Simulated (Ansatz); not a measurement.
Ansatz (a first-principles code) input:

Ansatz 0.2 input:
```yaml
crystal:
  periodic: [false, false, false]
  atoms:
    - {symbol: Ti, position_ang: [0.09302987, 0.06605269, 0.12339503]}
    - {symbol: O, position_ang: [1.12833587, 0.14712861, -1.24415448]}
    - {symbol: O, position_ang: [-1.38416803, -0.32877350, 0.90481816]}
basis:
  gaussian:
    orbitals: def2-TZVP
hamiltonian:
  xc: b3lyp
  dispersion: d3bj
magnetization: {spin_polarized: true, initial_magnetization: 2}
phonons: {temperatures: {t_min: 298.15, t_max: 298.15, t_step: 100}}
```

Q: Predict the final energy.

A: -999.95650 Eh (B3LYP-D3(BJ)/def2-TZVP). The basis has 107 functions.

The spin state was set by rule; other spins were not relaxed.
